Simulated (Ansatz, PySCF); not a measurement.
Ge(F)(Br)(OH)2 (BrFGeH2O2), SMILES [OH][Ge]([OH])([F])[Br].

Geometry optimised at B3LYP-D3(BJ)/def2-SVP. This is a generated structure with no PubChem entry under its InChIKey; it may be hypothetical. The values are those of a single conformer.

Vertical ionisation energy (IE) and electron affinity (EA) in eV. Rows of orbital energies are one-electron estimates. Where ΔSCF, EOM or ADC give a negative EA the extra electron is unbound and the value depends on the basis.

```json
[
 {"level": "−ε(HOMO), −ε(LUMO), B3LYP/def2-TZVP (PySCF)", "IE": "8.78", "EA": "1.73"},
 {"level": "−ε(HOMO), −ε(LUMO), PBE/def2-TZVP (PySCF)", "IE": "7.65", "EA": "2.37"},
 {"level": "ΔSCF, PBE0/def2-SVPD (Ansatz), final states of multiplicity 2 and 2", "IE": "11.49", "EA": "0.02"},
 {"level": "ΔSCF, PBE/def2-SVPD (Ansatz), final states of multiplicity 2 and 2", "IE": "10.91", "EA": "0.24"}
]
```

Problem. What vertical singlet–triplet gap does ΔSCF give with PBE0/def2-SVPD (Ansatz, a program for electronic structure) and with PBE/def2-SVPD (Ansatz)? (An estimate is asked for; the answer gives what the named calculation found.)

Solution. 5.85 and 5.28 eV (triplet above singlet where positive).
